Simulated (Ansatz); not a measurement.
Species: sum formula H$_{3}$SiO, net charge 0, doublet state. It need not be the lowest isomer of its formula. 
Coordinates optimised at B3LYP-D3(BJ)/def2-TZVP (Ansatz, a quantum-chemistry and plane-wave program):
```xyz
5

O      1.1629    -0.2024    -0.0914
Si    -0.4678     0.0693     0.0351
H     -1.0706    -0.6117     1.2040
H     -1.2030    -0.2867    -1.2002
H     -0.4806     1.5469     0.2355
```
Charge 0, spin multiplicity 2.

Wanted: vertical ionisation energy (to the triplet state of charge +1; each state is the SCF solution reached for its spin; for the triplet T1 is 0.075), in eV. Cores are frozen in the correlated levels unless marked. UHF or UKS for open shells. Spin-orbit coupling is left out. Non-relativistic. CBS marks a two-point X^-3 extrapolation of the correlation energy; Hartree-Fock from the larger set. The bracket is a focal-point correction in the basis named.

| level | program | vertical ionisation energy (eV) |
|---|---|---|
| r2SCAN/def2-TZVPD | Ansatz | (withheld) |
| CAM-B3LYP/def2-TZVPD | Ansatz | 11.44 |
| SCS-MP2/aug-cc-pV(T+d)Z | Ansatz | 12.04 |
| SCS-MP2/def2-TZVPPD | Ansatz | 12.00 |
| CCSD/aug-cc-pV(D+d)Z | Ansatz | 11.35 |
| CCSD/def2-SVPD | Ansatz | 11.37 |
| RI-MP2/CBS(aug-cc-pV(T+d)Z,aug-cc-pV(Q+d)Z)+[CCSD(T)-MP2]/aug-cc-pV(T+d)Z | Ansatz | 11.62 |

Task: What belongs in the gaps?

Result: 
- r2SCAN/def2-TZVPD, vertical ionisation energy (eV): 11.04
